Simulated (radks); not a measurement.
Spin polarisation of the 4f10 shell in neutral dysprosium. Start: [Xe] 4f(up 5, down 5) 6s2; electrons of 4f are moved from spin down to spin up, other shells keep equal spins. All-electron calculation, scalar-relativistic Kohn-Sham, r2SCAN, spin-polarised, spherical densities, finite nucleus; meta-GGA in the generalised Kohn-Sham scheme; Fermi nuclear charge, rms radius of each element as measured or else 0.836 A^(1/3) + 0.57 fm. Program: a radial shooting solver on a logarithmic mesh with Libxc functionals.

\begin{tabular}{lrrrrrr}
moment (Bohr magnetons) & E - E(0) (eV) & e(4f up) (eV) & e(4f down) (eV) & 6s down minus up (eV) & 5p down minus up (eV) & 5s down minus up (eV) \\ \hline
0 & 0.000 & -3.001 & -3.001 & 0.000 & 0.000 & 0.000 \\
1 & -0.249 & -3.483 & -2.489 & 0.039 & 0.347 & 0.523 \\
2 & -0.994 & -3.934 & -1.948 & 0.078 & 0.695 & 1.047 \\
3 & -2.235 & -4.354 & -1.379 & 0.117 & 1.044 & 1.572 \\
4 & -3.970 & -4.742 & -0.781 & 0.157 & 1.397 & 2.099 \\
\end{tabular}

At moment 4 the spin-polarisation energy is -3.970 eV and the 4f exchange splitting 3.961 eV, that is 0.990 eV per Bohr magneton; E = -I m^2/4 would give I = 0.992 eV.
